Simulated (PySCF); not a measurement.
Species: SiF6 (charge -2).
Structure used (GFN2-xTB), in Å, numbered top down from 1:
```xyz
7
SiF6 angstrom
F      0.2822   -0.5772   -1.5884
Si     0.0005    0.0006   -0.0040
F      1.4849    0.8480   -0.0490
F     -0.7997    1.3687   -0.6449
F      0.8006   -1.3671    0.6381
F     -0.2814    0.5789    1.5803
F     -1.4837   -0.8469    0.0407
```

The geometry is computed with GFN2-xTB (gas phase).

Problem. Which atoms are bound to Si2, and at what distances?

Solution. 6 atoms: F4 1.710 Å, F7 1.710 Å, F5 1.710 Å, F3 1.710 Å, F1 1.710 Å, F6 1.710 Å.

Problem. List the angles at Si2.

Solution. 
```csv
angle,degrees,distance of the outer atoms (Å)
F3–Si2–F7,180.0,3.42
F1–Si2–F6,180.0,3.42
F4–Si2–F5,180.0,3.42
F1–Si2–F5,90.0,2.42
F6–Si2–F7,90.0,2.42
F4–Si2–F7,90.0,2.42
F1–Si2–F4,90.0,2.42
F3–Si2–F5,90.0,2.42
F1–Si2–F3,90.0,2.42
F3–Si2–F4,90.0,2.42
F3–Si2–F6,90.0,2.42
F5–Si2–F7,90.0,2.42
F1–Si2–F7,90.0,2.42
F5–Si2–F6,90.0,2.42
F4–Si2–F6,90.0,2.42
```

Problem. What is the shape at Si2?

Solution. Octahedral: the three widest angles are 180.0°, 180.0° and 180.0°, the others run from 90.0° to 90.0°.

Problem. What are the rotational constants (commonest isotopes, rigid rotor)?

Solution. A = 2275, B = 2275, C = 2275 MHz: a spherical top.

Point group: Oh (tolerance 0.08 Å). Charge -2, singlet. Whether so highly charged an anion holds all its electrons in the gas phase wasn't checked; a finite basis holds them in any case. The ion is multiply charged and computed without counter-ions or solvent. GFN2-xTB frequencies: not computed here.
